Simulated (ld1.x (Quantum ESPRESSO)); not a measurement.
## Transferability test, PAW potential for palladium (Pd)

ld1.x (Quantum ESPRESSO) 7.5 input, shortened:

```
&input
   title='Pd', zed=46., rel=2, dft='PBESOL', iswitch=3,
   config='[Kr] 4d9 5s0 5p0', rel_dist='average'
 /
 &inputp
   pseudotype=3, lpaw=.true., tm=.true., lloc=-1, rcloc=1.90,
   nlcc=.true., new_core_ps=.true., rcore=1.45,
   which_augfun='PSQ', rmatch_augfun=1.50
 /
6
4S  1  0   2.00   0.00  1.65  1.90  0.0
5S  2  0   0.00   0.00  1.65  1.90  0.0
4P  2  1   6.00   0.00  1.40  1.55  0.0
5P  3  1   0.00   0.00  1.40  1.55  0.0
4D  3  2   9.00   0.00  1.60  1.95  0.0
4D  3  2   0.00   2.65  1.60  1.95  0.0
 &test
   configts(1)='4s2 4p6 4d9 5s0 5p0'
 /
```

Open shells are filled in proportion to 2j + 1 (rel_dist='average').

Energies are relative to the spin-unpolarised reference configuration 4s2 4p6 4d9 5s0 5p0; without spin polarisation the order of configurations can differ from experiment.

```csv
valence configuration,charge,ΔE all-electron (eV),error AE − PS (meV)
4s2 4p6 4d10 5s0 5p0,0,-9.124,-2.3
4s2 4p6 4d8 5s0 5p0,+2,20.818,-2.7
4s2 4p6 4d7 5s0 5p0,+3,55.164,-12
4s2 4p6 4d9 5s1 5p0,0,-7.611,-0.3
4s2 4p6 4d6 5s0 5p0,+4,104.482,-41
4s2 4p6 4d9 5s0 5p1,0,-3.814,-0.3
4s2 4p6 4d9.5 5s0 5p0,+0.5,-5.886,-0.5
```

Levels in the configuration 4s2 4p6 4d8 5s0 5p0:

```json
{"level": "4s j=1/2", "all-electron (eV)": "-110.327", "pseudo (eV)": "-110.331"}
{"level": "4p j=1/2", "all-electron (eV)": "-79.114", "pseudo (eV)": "-79.119"}
{"level": "4p j=3/2", "all-electron (eV)": "-74.585", "pseudo (eV)": "-74.590"}
{"level": "4d j=3/2", "all-electron (eV)": "-27.633", "pseudo (eV)": "-27.639"}
{"level": "4d j=5/2", "all-electron (eV)": "-27.105", "pseudo (eV)": "-27.110"}
```

The ghost test of this file was not conclusive.
